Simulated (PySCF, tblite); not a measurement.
Isomers of C5H9ClO2Si, one GFN2-xTB conformer each. Single-point energies are computed at PBE0/pcSseg-1 (PySCF, gas phase, no added dispersion term), electronic only.

Problem. Rank them by PBE0/pcSseg-1 energy, lowest first (kJ/mol).
A. `[CH3:1][O:2][CH2:3][O:4][C:5]1=[C:6]([SiH2:7][Cl:8])[CH2:9]1` with C1–O2–C3–O4 76°, O2–C3–O4–C5 -97°, C3–O4–C5–C6 -7°, C5–C6–Si7–Cl8 -9°
B. `[CH3:1][C@@H:2]([Cl:3])/[C:4]([CH:5]=[O:6])=[CH:7]/[O:8][SiH3:9]` with C1–C2–C4–C5 114°, C2–C4–C5–O6 -178°, C4–C7–O8–Si9 -3°

Solution. B (0.0), A (135.1).

As drawn, the lower has a C=O bond and an Si–O bond, which the higher lacks; the higher has a three-membered ring and an Si–C bond, which the lower lacks. GFN2-xTB itself gives, in the same order: 0.0, 176.2. Both levels put the same isomer lowest.

Problem. Which frontier levels, dipoles and rotational constants go with these structures?

Solution. 
```json
{"SMILES": "C[C@@H](Cl)/C(C=O)=C/O[SiH3]", "HOMO (eV, PBE0/pcSseg-1)": "-7.34", "LUMO (eV)": "-2.13", "dipole (D)": "2.31", "A, B, C (MHz)": "2286, 614.5, 570.6"}
{"SMILES": "COCOC1=C([SiH2]Cl)C1", "HOMO (eV, PBE0/pcSseg-1)": "-6.82", "LUMO (eV)": "-0.14", "dipole (D)": "1.02", "A, B, C (MHz)": "1375, 871.3, 617.5"}
```

Problem. What happens when harmonic zero-point energies from GFN2-xTB frequencies are added?

Solution. 
```
                      SMILES  ZPE (kJ/mol)  electronic (kJ/mol)  with ZPE (kJ/mol)
C[C@@H](Cl)/C(C=O)=C/O[SiH3]         329.6                  0.0                0.0
        COCOC1=C([SiH2]Cl)C1         336.0                135.1              141.4
```

The zero-point energies span 6.4 kJ/mol. The order is unchanged.
